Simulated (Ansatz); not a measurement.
`CC1CBC1` + H₂ → `B1CCC1` + CH₄ at 600 K and 1 bar (hydrogenolysis of a C–C bond).

Program: Ansatz. Geometries: PBE0-D4/def2-TZVP. ΔE: electronic, gas phase. CCSD(T)/CBS adds triple-zeta CCSD(T) − MP2 to the extrapolated MP2 energy (def2 sets, frozen cores). This one scheme is used for every species.

| species | CCSD(T)/CBS energy (Eh) | H − E (kJ/mol) | S (J/(mol·K)) |
| --- | --- | --- | --- |
| `CC1CBC1` | -182.38762 | 378.8 | 409.6 |
| H₂ | -1.17544 | 43.9 | 150.8 |
| `B1CCC1` | -143.12411 | 294.1 | 350.7 |
| CH₄ | -40.46206 | 140.4 | 215.7 |

H − E and S are ideal-gas, rigid-rotor, harmonic terms from PBE0-D4/def2-TZVP. For small species the MP2-based limit differs from directly extrapolated CCSD(T) by up to some mEh (0.8 for H₂); such offsets cancel only in part. 1 Eh = 2625.50 kJ/mol, R = 8.31446 J/(mol·K).

By hand: ΔE, ΔH, ΔS and ΔG.

ΔE = (-143.12411) + (-40.46206) − (-182.38762) − (-1.17544) = -0.02311 Eh = -60.7 kJ/mol. Δ(H − E) = 294.1 + 140.4 − 378.8 − 43.9 = 11.8, so ΔH = -48.9 kJ/mol. ΔS = 350.7 + 215.7 − 409.6 − 150.8 = 6.0 J/(mol·K). ΔG = -48.9 − 600 × (6.0)/1000 = -52.5 kJ/mol.

By hand: the equilibrium constant, and the temperature at which ΔG would vanish if ΔH and ΔS stayed fixed.

log₁₀ K = −ΔG/(RT ln 10) = 4.6. ΔH and −TΔS have one sign here, so there is no such temperature.

The number of gas molecules stays the same, so ΔS is small and ΔH decides. A doubt of 5 kJ/mol in ΔE shifts log₁₀ K by 0.4 here. These are equilibria of isolated gas molecules and say nothing of rates. Largest T1 diagnostic: 0.010 (customary marks: 0.02 for closed shells, 0.045 for open ones).
